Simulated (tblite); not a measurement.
Record of a relaxation.

Species: C5H2FO (doublet state).
Atom-mapped SMILES: `[C:1]#[C:2][C:3](=[O:4])/[CH:5]=[CH:6]\[F:7]` (hydrogens: H8 on C5; H9 on C6)
Bond orders are those of one Lewis drawing.

Computed with GFN2-xTB (tblite), gas phase: L-BFGS steps from a force-field or distance-geometry start until the largest atomic force falls under 0.01 eV/Å. 8 of its 36 geometries are shown.

Step 0: E = -549.0870 eV, largest atomic force 9.439 eV/Å
```
atom  x, y, z in Å  |  force x, y, z in eV/Å
C1      2.692    1.080    1.104   -6.227  -5.882  -3.964
C2      1.661    0.111    0.450    4.905   4.919   3.288
C3      0.731   -0.820   -0.142    0.182   0.401   0.124
O4      1.115   -1.922   -0.499    0.539   0.061   0.185
C5     -0.707   -0.485   -0.364    0.401   0.855   0.410
C6     -1.280    0.677   -0.054    0.733   0.247   0.309
F7     -0.607    1.696    0.517   -0.241  -0.594  -0.291
H8     -1.284   -1.267   -0.829    0.057  -0.028   0.030
H9     -2.307    0.936   -0.207   -0.348   0.021  -0.091
```

Step 5: E = -551.8647 eV, largest atomic force 3.584 eV/Å
```
atom  x, y, z in Å  |  force x, y, z in eV/Å
C1      2.490    0.889    0.975    1.865   1.692   1.145
C2      1.694    0.174    0.488   -2.608  -1.990  -1.443
C3      0.777   -0.798   -0.127   -0.613   0.592   0.085
O4      1.155   -1.876   -0.469    0.714  -0.851  -0.164
C5     -0.661   -0.454   -0.344    0.081   0.180   0.066
C6     -1.263    0.691   -0.043    0.083  -0.036   0.006
F7     -0.613    1.695    0.515   -0.009   0.335   0.134
H8     -1.254   -1.243   -0.809    0.345   0.192   0.177
H9     -2.311    0.929   -0.212    0.143  -0.115  -0.007
```

Step 10: E = -551.9718 eV, largest atomic force 0.306 eV/Å
```
atom  x, y, z in Å  |  force x, y, z in eV/Å
C1      2.464    0.869    0.960   -0.056   0.027  -0.003
C2      1.621    0.167    0.469   -0.027   0.141   0.050
C3      0.763   -0.821   -0.141    0.063   0.123   0.066
O4      1.199   -1.894   -0.464   -0.007  -0.283  -0.115
C5     -0.647   -0.439   -0.337    0.060  -0.140  -0.043
C6     -1.245    0.707   -0.032    0.044   0.075   0.035
F7     -0.622    1.730    0.527   -0.046   0.098   0.028
H8     -1.224   -1.228   -0.794   -0.121  -0.012  -0.035
H9     -2.295    0.914   -0.213    0.090  -0.028   0.016
```

Step 15: E = -551.9786 eV, largest atomic force 0.091 eV/Å
```
atom  x, y, z in Å  |  force x, y, z in eV/Å
C1      2.451    0.876    0.960   -0.089   0.007  -0.019
C2      1.605    0.176    0.469    0.079   0.013   0.024
C3      0.771   -0.831   -0.143   -0.033  -0.039  -0.024
O4      1.197   -1.909   -0.470    0.031  -0.008   0.005
C5     -0.639   -0.444   -0.338   -0.021   0.020   0.002
C6     -1.229    0.707   -0.029    0.000   0.027   0.012
F7     -0.629    1.744    0.531    0.043  -0.022   0.000
H8     -1.236   -1.221   -0.794   -0.005   0.026   0.007
H9     -2.278    0.907   -0.211   -0.007  -0.023  -0.010
```

Step 20: E = -551.9808 eV, largest atomic force 0.062 eV/Å
```
atom  x, y, z in Å  |  force x, y, z in eV/Å
C1      2.423    0.899    0.962   -0.014   0.027   0.008
C2      1.610    0.166    0.466   -0.024  -0.023  -0.015
C3      0.772   -0.840   -0.147    0.015   0.000   0.003
O4      1.200   -1.917   -0.472   -0.018  -0.002  -0.005
C5     -0.636   -0.444   -0.338    0.008  -0.011  -0.003
C6     -1.220    0.709   -0.026    0.003  -0.014  -0.005
F7     -0.615    1.743    0.533   -0.006   0.002   0.000
H8     -1.250   -1.208   -0.793    0.028  -0.036  -0.006
H9     -2.271    0.899   -0.211    0.008   0.056   0.025
```

Step 25: E = -551.9821 eV, largest atomic force 0.033 eV/Å
```
atom  x, y, z in Å  |  force x, y, z in eV/Å
C1      2.397    0.918    0.963   -0.016  -0.013  -0.009
C2      1.612    0.158    0.463    0.006   0.030   0.013
C3      0.773   -0.847   -0.149   -0.015   0.002  -0.003
O4      1.198   -1.925   -0.476   -0.007   0.005   0.000
C5     -0.635   -0.446   -0.339   -0.006   0.001  -0.001
C6     -1.215    0.708   -0.025    0.004   0.003   0.002
F7     -0.607    1.741    0.534    0.022  -0.017  -0.001
H8     -1.245   -1.214   -0.794    0.004   0.002   0.002
H9     -2.264    0.913   -0.203    0.008  -0.013  -0.004
```

Step 30: E = -551.9823 eV, largest atomic force 0.012 eV/Å
```
atom  x, y, z in Å  |  force x, y, z in eV/Å
C1      2.392    0.921    0.964    0.008   0.005   0.004
C2      1.609    0.160    0.463   -0.010  -0.005  -0.005
C3      0.772   -0.847   -0.149    0.001   0.000   0.001
O4      1.196   -1.925   -0.476    0.010   0.002   0.003
C5     -0.635   -0.447   -0.339   -0.002  -0.004  -0.002
C6     -1.213    0.708   -0.024    0.000  -0.004  -0.001
F7     -0.600    1.738    0.535   -0.001  -0.002  -0.001
H8     -1.245   -1.214   -0.795   -0.008  -0.001  -0.002
H9     -2.262    0.913   -0.203    0.001   0.009   0.003
```

Step 35: E = -551.9823 eV, largest atomic force 0.007 eV/Å
```
atom  x, y, z in Å  |  force x, y, z in eV/Å
C1      2.392    0.921    0.963   -0.004  -0.004  -0.003
C2      1.606    0.161    0.463    0.005   0.004   0.003
C3      0.771   -0.847   -0.149    0.000  -0.001  -0.001
O4      1.199   -1.924   -0.475    0.000   0.000   0.000
C5     -0.637   -0.448   -0.340    0.000   0.000   0.000
C6     -1.213    0.707   -0.025    0.000   0.001   0.000
F7     -0.598    1.736    0.535    0.001  -0.001   0.000
H8     -1.247   -1.216   -0.795    0.000   0.001   0.000
H9     -2.261    0.915   -0.202   -0.001  -0.001  -0.001
```

**Question.** Summarise the path.

**Answer.** The energy falls by 279.36 kJ/mol from step 0 to step 35; nine tenths of that is first reached at step 4. It rises by more than 0.2 meV at step 2. The largest force goes from 9.439 to 0.007 eV/Å. Among the bonds C1≡C2 changes most, from 1.559 to 1.202 Å; the atoms move by 0.139 Å rms after alignment.

**Question.** Follow the three bonds and two angles with the largest change from start to end.

**Answer.** 
```json
{"step": "0", "E above end (kJ/mol)": "279.36", "largest force (eV/Å)": "9.439", "C1≡C2 (Å)": "1.559", "C6–F7 (Å)": "1.348", "C3–C5 (Å)": "1.493", "C2–C3–C5 (°)": "122.5", "O4–C3–C5 (°)": "117.5"}
{"step": "2", "E above end (kJ/mol)": "456.12", "largest force (eV/Å)": "50.192", "C1≡C2 (Å)": "0.977", "C6–F7 (Å)": "1.311", "C3–C5 (Å)": "1.502", "C2–C3–C5 (°)": "121.2", "O4–C3–C5 (°)": "117.8"}
{"step": "3", "E above end (kJ/mol)": "42.04", "largest force (eV/Å)": "6.207", "C1≡C2 (Å)": "1.269", "C6–F7 (Å)": "1.318", "C3–C5 (Å)": "1.497", "C2–C3–C5 (°)": "121.5", "O4–C3–C5 (°)": "117.9"}
{"step": "5", "E above end (kJ/mol)": "11.35", "largest force (eV/Å)": "3.584", "C1≡C2 (Å)": "1.176", "C6–F7 (Å)": "1.320", "C3–C5 (Å)": "1.495", "C2–C3–C5 (°)": "120.6", "O4–C3–C5 (°)": "118.1"}
{"step": "6", "E above end (kJ/mol)": "6.70", "largest force (eV/Å)": "1.344", "C1≡C2 (Å)": "1.196", "C6–F7 (Å)": "1.323", "C3–C5 (Å)": "1.488", "C2–C3–C5 (°)": "120.9", "O4–C3–C5 (°)": "118.3"}
{"step": "8", "E above end (kJ/mol)": "2.15", "largest force (eV/Å)": "0.691", "C1≡C2 (Å)": "1.206", "C6–F7 (Å)": "1.321", "C3–C5 (Å)": "1.471", "C2–C3–C5 (°)": "118.6", "O4–C3–C5 (°)": "121.4"}
{"step": "9", "E above end (kJ/mol)": "1.56", "largest force (eV/Å)": "0.520", "C1≡C2 (Å)": "1.205", "C6–F7 (Å)": "1.323", "C3–C5 (Å)": "1.473", "C2–C3–C5 (°)": "117.5", "O4–C3–C5 (°)": "122.3"}
{"step": "11", "E above end (kJ/mol)": "0.67", "largest force (eV/Å)": "0.215", "C1≡C2 (Å)": "1.200", "C6–F7 (Å)": "1.323", "C3–C5 (Å)": "1.477", "C2–C3–C5 (°)": "115.7", "O4–C3–C5 (°)": "123.0"}
{"step": "12", "E above end (kJ/mol)": "0.55", "largest force (eV/Å)": "0.170", "C1≡C2 (Å)": "1.201", "C6–F7 (Å)": "1.323", "C3–C5 (Å)": "1.478", "C2–C3–C5 (°)": "115.4", "O4–C3–C5 (°)": "122.8"}
{"step": "14", "E above end (kJ/mol)": "0.40", "largest force (eV/Å)": "0.088", "C1≡C2 (Å)": "1.203", "C6–F7 (Å)": "1.323", "C3–C5 (Å)": "1.477", "C2–C3–C5 (°)": "115.2", "O4–C3–C5 (°)": "122.5"}
{"step": "15", "E above end (kJ/mol)": "0.36", "largest force (eV/Å)": "0.091", "C1≡C2 (Å)": "1.203", "C6–F7 (Å)": "1.323", "C3–C5 (Å)": "1.476", "C2–C3–C5 (°)": "115.2", "O4–C3–C5 (°)": "122.4"}
{"step": "17", "E above end (kJ/mol)": "0.26", "largest force (eV/Å)": "0.071", "C1≡C2 (Å)": "1.202", "C6–F7 (Å)": "1.321", "C3–C5 (Å)": "1.474", "C2–C3–C5 (°)": "115.1", "O4–C3–C5 (°)": "122.7"}
{"step": "18", "E above end (kJ/mol)": "0.21", "largest force (eV/Å)": "0.063", "C1≡C2 (Å)": "1.202", "C6–F7 (Å)": "1.321", "C3–C5 (Å)": "1.473", "C2–C3–C5 (°)": "115.0", "O4–C3–C5 (°)": "122.9"}
{"step": "20", "E above end (kJ/mol)": "0.14", "largest force (eV/Å)": "0.062", "C1≡C2 (Å)": "1.202", "C6–F7 (Å)": "1.322", "C3–C5 (Å)": "1.475", "C2–C3–C5 (°)": "114.9", "O4–C3–C5 (°)": "123.0"}
{"step": "21", "E above end (kJ/mol)": "0.12", "largest force (eV/Å)": "0.065", "C1≡C2 (Å)": "1.202", "C6–F7 (Å)": "1.322", "C3–C5 (Å)": "1.476", "C2–C3–C5 (°)": "114.9", "O4–C3–C5 (°)": "123.0"}
{"step": "23", "E above end (kJ/mol)": "0.06", "largest force (eV/Å)": "0.086", "C1≡C2 (Å)": "1.202", "C6–F7 (Å)": "1.323", "C3–C5 (Å)": "1.477", "C2–C3–C5 (°)": "114.8", "O4–C3–C5 (°)": "123.0"}
{"step": "24", "E above end (kJ/mol)": "0.03", "largest force (eV/Å)": "0.078", "C1≡C2 (Å)": "1.202", "C6–F7 (Å)": "1.323", "C3–C5 (Å)": "1.477", "C2–C3–C5 (°)": "114.8", "O4–C3–C5 (°)": "123.0"}
{"step": "26", "E above end (kJ/mol)": "0.02", "largest force (eV/Å)": "0.025", "C1≡C2 (Å)": "1.202", "C6–F7 (Å)": "1.322", "C3–C5 (Å)": "1.476", "C2–C3–C5 (°)": "114.8", "O4–C3–C5 (°)": "123.0"}
{"step": "27", "E above end (kJ/mol)": "0.01", "largest force (eV/Å)": "0.029", "C1≡C2 (Å)": "1.201", "C6–F7 (Å)": "1.322", "C3–C5 (Å)": "1.475", "C2–C3–C5 (°)": "114.8", "O4–C3–C5 (°)": "123.0"}
{"step": "29", "E above end (kJ/mol)": "0.01", "largest force (eV/Å)": "0.031", "C1≡C2 (Å)": "1.201", "C6–F7 (Å)": "1.322", "C3–C5 (Å)": "1.475", "C2–C3–C5 (°)": "114.7", "O4–C3–C5 (°)": "123.0"}
{"step": "30", "E above end (kJ/mol)": "0.00", "largest force (eV/Å)": "0.012", "C1≡C2 (Å)": "1.202", "C6–F7 (Å)": "1.322", "C3–C5 (Å)": "1.475", "C2–C3–C5 (°)": "114.7", "O4–C3–C5 (°)": "123.0"}
{"step": "32", "E above end (kJ/mol)": "0.00", "largest force (eV/Å)": "0.016", "C1≡C2 (Å)": "1.202", "C6–F7 (Å)": "1.322", "C3–C5 (Å)": "1.475", "C2–C3–C5 (°)": "114.7", "O4–C3–C5 (°)": "123.0"}
{"step": "33", "E above end (kJ/mol)": "0.00", "largest force (eV/Å)": "0.024", "C1≡C2 (Å)": "1.202", "C6–F7 (Å)": "1.322", "C3–C5 (Å)": "1.475", "C2–C3–C5 (°)": "114.7", "O4–C3–C5 (°)": "123.0"}
{"step": "35", "E above end (kJ/mol)": "0.00", "largest force (eV/Å)": "0.007", "C1≡C2 (Å)": "1.202", "C6–F7 (Å)": "1.322", "C3–C5 (Å)": "1.476", "C2–C3–C5 (°)": "114.7", "O4–C3–C5 (°)": "123.0"}
```

What follows is the cost of the whole relaxation. Hardware: one thread of an Arm Neoverse V2, shared host with 96 logical CPUs at a one-minute load of 84. Cost: 0.12 s wall.
